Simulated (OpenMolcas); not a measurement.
Ag5+ (d6) among equal point charges was computed by CASSCF with the d shell active (OpenMolcas, ANO-RCC-VDZP on the metal). Its lowest spin-free states, and all those of the highest spin:

```json
{"2S+1": "5", "Degeneracy": "1", "E (cm-1)": "0.0"}
{"2S+1": "5", "Degeneracy": "2", "E (cm-1)": "1330"}
{"2S+1": "5", "Degeneracy": "1", "E (cm-1)": "6725"}
{"2S+1": "5", "Degeneracy": "1", "E (cm-1)": "8810"}
{"2S+1": "3", "Degeneracy": "2", "E (cm-1)": "23591"}
{"2S+1": "3", "Degeneracy": "1", "E (cm-1)": "23600"}
{"2S+1": "3", "Degeneracy": "1", "E (cm-1)": "24083"}
{"2S+1": "3", "Degeneracy": "2", "E (cm-1)": "24126"}
{"2S+1": "3", "Degeneracy": "1", "E (cm-1)": "24288"}
{"2S+1": "3", "Degeneracy": "1", "E (cm-1)": "25237"}
{"2S+1": "3", "Degeneracy": "2", "E (cm-1)": "25874"}
{"2S+1": "3", "Degeneracy": "1", "E (cm-1)": "26063"}
```

**Question.** Is the site octahedral, tetrahedral or cube-like, axial, or of lower symmetry?

**Answer.** The states with 2S+1 = 5 have orbital degeneracies 1, 2, 1, 1. There are pairs but no triples, so the site is axial: not cubic, but with a proper or improper axis of order three or more. The run had Ag5+ among 4 point charges of -1.5 e arranged as a square (D4h), 2.23 Å from the ion.

Spin-orbit coupling mixes the spin-free states strongly: the lowest level takes only 65 % from its leading state, 5A1. Without dynamic correlation the repulsion within the d shell is too large (B by tens of per cent), so at a given field states of lower spin stand too high. Point charges give a weaker field than real ligands, and real ions of this kind are as a rule low spin; the high spin found here belongs to the model. This is an electrostatic model: the charges have no orbitals. No measured value stands beside these numbers.
